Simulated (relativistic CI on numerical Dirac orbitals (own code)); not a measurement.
Radial Dirac CI calculation of Cd²⁺.

Command:

```sh
python run_levels.py task.json out
```

Input:

```
atom Cd  Z=48  charge=2  electrons=46
nucleus A=114  rms_radius_fm=4.6087
hamiltonian dirac-coulomb  breit=on  qed=on  c_scale=1
orbitals kli  potential=per-configuration
slater_scale 1
correlation none
mixing on
grid step=0.0125 r_max=67.1
scf mixing=0.4 start=green max_iterations=150 tolerance=2e-08 node_fill=0.05
configurations
  [Kr] 4d10
  [Kr] 4d9 5s
  [Kr] 4d9 5p
end
```

Output:

```
SCF 1: [Kr] 4d10
 iter      energy (Ha)   residual   last orbital (Ha)
    1     -5576.791316   2.10e+00     -3.05386
    2     -5591.168514   6.35e-01     -1.71034
    3     -5592.370424   1.44e-01     -1.35749
    4     -5592.431859   8.98e-02     -1.46074
    5     -5592.455001   2.95e-02     -1.40843
    6     -5592.455780   2.03e-03     -1.37286
    7     -5592.455943   5.72e-04     -1.37452
    8     -5592.456023   1.07e-04     -1.37526
    9     -5592.456013   3.71e-06     -1.37514
   10     -5592.456013   3.85e-07     -1.37513
   11     -5592.456013   2.42e-08     -1.37513
   12     -5592.456013   1.52e-09     -1.37513
SCF 2: [Kr] 4d9 5s
 iter      energy (Ha)   residual   last orbital (Ha)
    1     -5577.876641   2.04e+00     -1.52142
    2     -5590.797751   6.41e-01     -1.12234
    3     -5592.001717   1.43e-01     -0.98961
    4     -5592.069514   7.52e-02     -0.98725
    5     -5592.082115   3.17e-02     -0.97351
    6     -5592.082203   1.34e-03     -0.95905
    7     -5592.082366   1.45e-04     -0.95933
    8     -5592.082389   1.64e-04     -0.95930
    9     -5592.082377   1.10e-05     -0.95923
   10     -5592.082376   2.20e-06     -0.95922
   11     -5592.082376   9.43e-09     -0.95923
SCF 3: [Kr] 4d9 5p
 iter      energy (Ha)   residual   last orbital (Ha)
    1     -5577.728153   2.03e+00     -1.10407
    2     -5590.549197   6.40e-01     -0.81556
    3     -5591.756266   1.44e-01     -0.72524
    4     -5591.823898   7.05e-02     -0.71895
    5     -5591.834698   2.90e-02     -0.71063
    6     -5591.834614   2.55e-03     -0.70140
    7     -5591.834932   7.13e-04     -0.70190
    8     -5591.834897   2.32e-04     -0.70174
    9     -5591.834881   1.34e-05     -0.70167
   10     -5591.834881   2.64e-06     -0.70167
   11     -5591.834880   5.38e-08     -0.70167
   12     -5591.834880   1.44e-08     -0.70167
orbital energies (Ha): 3p3/2 -22.6930  3d3/2 -15.6133  3d5/2 -15.3571  4s -4.8393  4p1/2 -3.5608  4p3/2 -3.3520  4d3/2 -1.4010  4d5/2 -1.3751
configuration averages (Ha): Dirac-Coulomb, Breit, QED
  4d10                         -5592.456013    3.837891    2.561669
  4d9 5s                       -5592.082376    3.838663    2.562404
  4d9 5p                       -5591.834880    3.838605    2.561830
levels: no., configuration, term, J, E (cm-1), weight
   1 4d10                   1S   0                0.0  1.00
   2 4d9 5s                 3D   3            78560.5  1.00
   3 4d9 5s                 3D   2            80746.2  0.84
   4 4d9 5s                 3D   1            84156.9  1.00
   5 4d9 5s                 1D   2            88111.6  0.84
   6 4d9 5p                 3P*  2           127996.8  0.94
   7 4d9 5p                 3F*  3           131253.9  0.64
   8 4d9 5p                 3P*  1           132677.7  0.94
   9 4d9 5p                 3F*  4           133290.8  1.00
  10 4d9 5p                 3F*  2           135058.5  0.88
  11 4d9 5p                 3P*  0           135707.4  1.00
  12 4d9 5p                 3D*  3           138283.6  0.61
  13 4d9 5p                 1D*  2           138511.0  0.64
  14 4d9 5p                 1F*  3           140891.4  0.34
lowest total energy -5586.056452 Ha
end: converged
```

With so few configurations and no correlation, terms lie too far apart (by 10 to 50 % or more near neutrality), their order can be wrong, and levels of other configurations are missing. Terms and fine structure of an open d or f shell near neutrality can be off by tens of per cent either way.

Run time about 0.18 s of CPU on one thread of Neoverse-V2 (shared host).
